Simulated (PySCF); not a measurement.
C$_{2}$H$_{7}$Al, charge +1, doublet, geometry from GFN2-xTB (such geometries of metal compounds can be far from the true shape) (a state made from the parent by changing its charge; the spin is typed, not shown lowest).

The PySCF input:
```python
from pyscf import gto, scf, dft

mol = gto.Mole()
mol.atom = '''
    Al    0.212454   -0.058624   -0.178344
    C    -0.477015   -1.822075    0.479365
    H     0.142714   -2.580972   -0.028122
    H    -1.531354   -1.973303    0.214135
    H    -0.363442   -1.924192    1.566413
    C     0.054228    1.938774   -0.124172
    H     0.871299    2.309986   -0.766121
    H     0.178313    2.333339    0.892581
    H    -0.909010    2.279887   -0.525191
    H     1.386300   -0.382826   -1.166386
'''
mol.basis = '3-21g'
mol.charge = 1
mol.spin = 1
mol.verbose = 3
mol.build()

mf = dft.UKS(mol)
mf.xc = 'camb3lyp'
mf.kernel()
```

Estimate the HOMO energy that CAMB3LYP/3-21G run with PySCF returns for this input.

-14.58 eV

What is the computed number of basis functions (CAMB3LYP/3-21G)?

45

What is the computed total energy (CAMB3LYP/3-21G)?

-320.6567 Eh

Give the nuclear repulsion energy at the level CAMB3LYP/3-21G.

94.1519 Eh

What is the computed <S^2> (CAMB3LYP/3-21G)?

0.760

What is the computed Mulliken (on the basis functions themselves) charges in atom order (CAMB3LYP/3-21G)?

Al1 1.07, C2 -0.95, H3 0.29, H4 0.30, H5 0.30, C6 -0.95, H7 0.29, H8 0.30, H9 0.30, H10 0.06

These values belong to the state on which the SCF converged, which isn't shown to be the lowest.

Roughly what does it cost on one core?

around 10 core-seconds (rough).
